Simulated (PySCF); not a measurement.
**C3H8O3Si2: full NMR table**

```yaml
Formula: C3H8O3Si2
SMILES: C=CO[Si@@](O)([SiH3])C=O
Point_group_of_the_computed_structure: C1
Degrees_of_unsaturation: 2
Carbon_signals: 3
Proton_signals: 6
```

Bonds (- single, = double, # triple, : aromatic): C1=C2, C2-O3, O3-Si4, Si4-O5, Si4-Si6, Si4-C7, C7=O8. C1 carries H9, H10; C2 carries H11; O5 carries H12; Si6 carries H13, H14, H15; C7 carries H16. Stereochemistry as in C=CO[Si@@](O)([SiH3])C=O. H10 is cis to O3; H9 is trans to O3.

Method: shielding tensors at PBE0/pcSseg-1 (GIAO), GFN2-xTB geometry, in PySCF (single conformer, non-relativistic Hamiltonian, one averaged value for each set of equivalent atoms, gas phase).

References, each an isolated molecule treated in the same way: ¹H (σref 31.72), ¹³C (σref 186.93), ²⁹Si (σref 349.16) vs TMS; ¹⁷O (σref 336.08) against H2O.

```tsv
carbon	δC, type	δH (multiplicity)	HMBC from (2–3 bonds)	span of the C tensor (ppm)
C1	99.5, CH2	H9 4.67 (m); H10 4.54 (m)	H11	173
C2	154.7, CH	6.78 (m)	H9, H10	185
C7	252.3, CH	11.99 (s)	H13/H14/H15	272
```

Other nuclei:
```tsv
atoms	nucleus	environment	δ (ppm)	σ (ppm)
H13/H14/H15	¹H	hydrogen on a silicon bonded to Si	3.42	28.30
H12	¹H	hydrogen on an oxygen bonded to Si	1.98	29.74
Si4	²⁹Si	silicon bonded to C, 2 O, Si	-44.4	393.6
Si6	²⁹Si	silicon bonded to Si, 3 H	-126.4	475.6
O8	¹⁷O	carbonyl oxygen	932.0	-595.9
O3	¹⁷O	oxygen bonded to C, Si	145.1	191.0
O5	¹⁷O	oxygen bonded to Si, H	47.5	288.5
```

- Carbon types of the structure: 2 × CH, 1 × CH2, leaving 4 H on heteroatoms.
- δC 252.3: carbonyl carbon.
- δC 154.7: alkene carbon bearing oxygen; an sp2 carbon further deshielded by the attached heteroatom.
- δC 99.5: β carbon of an enol-ether or enamine type C=C; the O or N lone pair pushes π density onto this β carbon and shields it.
- δH 11.99: hydrogen on a carbonyl carbon.
- δH 1.98: hydrogen on an oxygen bonded to Si; exchangeable; this is the value without hydrogen bonding to other molecules.

OH/NH shifts are gas-phase values; hydrogen bonding in solution moves them, usually downfield. Shifts are as computed. Against solution values, carbons near 30 ppm lie about +3 ppm off and those near 130 ppm about +5 ppm. Of 1211 compounds with measured shifts, 218 miss one by over three times the rms of a fit or turn the order of signals round; such compounds aren't used in these exercises. Unscaled 17O shifts of doubly bonded oxygen tend to come out too high, by tens of ppm or more. Experimental scales use liquid or dissolved standards, which lie at an offset from isolated H2O (liquid H2O: subtract about 36 ppm). No couplings were computed; multiplicities are counted from neighbouring protons, with m where these are inequivalent, close in shift, in a saturated or five-membered ring or joined by F or P, and br s for small geminal =CH2 splittings.
